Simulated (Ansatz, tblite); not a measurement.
Forces on Cu(AsH3)(N(SiH3)2) (CuSi₂AsNH₉) at its r2SCAN-D4/def2-SVP geometry. Charge 0, multiplicity 1.

The xTB rows come from tblite.

GFN1-xTB (tblite), largest force 1.19 eV/Å:

```xyz
14
positions Å, forces eV/Å
Cu    0.760   -0.308    0.404    0.356   -0.150    0.195
As    2.637   -1.030    1.380    1.005   -0.377    0.516
H     3.859   -1.299    0.534   -0.555    0.099    0.590
H     2.660   -2.326    2.157    0.149    0.711   -0.380
H     3.313   -0.175    2.426   -0.232   -0.570   -0.538
N    -0.772    0.297   -0.401   -0.805    0.319   -0.423
Si   -1.847    1.208    0.592   -0.721    0.598    0.629
Si   -0.975   -0.113   -2.063   -0.157   -0.258   -1.091
H    -2.095    2.602    0.086    0.183   -0.730    0.220
H    -1.270    1.344    1.972   -0.215   -0.048   -0.511
H    -3.201    0.574    0.750    0.729    0.268   -0.111
H    -2.196   -0.948   -2.332    0.627    0.423    0.209
H     0.207   -0.911   -2.537   -0.439    0.297    0.173
H    -1.081    1.084   -2.967    0.077   -0.580    0.521
```

GFN2-xTB (tblite), largest force 0.68 eV/Å:

```
Cu 0.078 -0.043 0.051
As 0.148 -0.050 0.072
H -0.193 0.001 0.477
H 0.269 0.401 -0.161
H 0.020 -0.439 -0.266
N -0.039 0.019 -0.022
Si -0.596 0.306 -0.087
Si -0.469 0.112 -0.474
H 0.138 -0.457 0.104
H -0.032 -0.091 -0.336
H 0.459 0.132 -0.091
H 0.376 0.259 0.169
H -0.211 0.183 0.211
H 0.052 -0.333 0.353
```

B97M-V/def2-TZVP (Ansatz), largest force 0.70 eV/Å:

```
Cu -0.148 0.055 -0.074
As 0.413 -0.155 0.212
H -0.071 0.018 0.027
H -0.024 0.066 -0.046
H -0.049 -0.031 -0.055
N -0.591 0.230 -0.307
Si 0.295 -0.263 -0.317
Si 0.033 0.135 0.485
H 0.034 -0.158 0.046
H -0.058 -0.020 -0.158
H 0.154 0.063 -0.026
H 0.133 0.095 0.041
H -0.131 0.091 0.061
H 0.010 -0.126 0.110
```
